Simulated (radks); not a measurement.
The numbers below are computed, except where a source is named.
Coulomb parameter of the 3d shell of the nickel ion Ni2+ in the model configuration [Ar] 3d7 4p1, as a second difference U = [E(n + 0.25) + E(n - 0.25) - 2 E(n)] / (0.25)^2 with all orbitals relaxed. "Bare": the charge of the atom changes with n. "Screened": the 4p shell takes up the change at fixed total charge, which measures U(3d,3d) + U(4p,4p) - 2 U(3d,4p). Level of theory: scalar-relativistic Kohn-Sham, PBEsol, spin-unpolarised, spherical densities, point nucleus (a radial shooting solver on a logarithmic mesh with Libxc functionals).

| case | configuration | E - E(n) (eV) |
|---|---|---|
| start | [Ar] 3d7 4p1 | 0.000 |
| bare +0.25 | [Ar] 3d7.25 4p1 | -8.530 |
| bare -0.25 | [Ar] 3d6.75 4p1 | 9.684 |
| screened +0.25 | [Ar] 3d7.25 4p0.75 | -4.552 |
| screened -0.25 | [Ar] 3d6.75 4p1.25 | 4.921 |

U(bare) = 18.454 eV, U(screened by 4p) = 5.906 eV, against the Slater integral F0(3d,3d) = 27.803 eV with frozen orbitals.
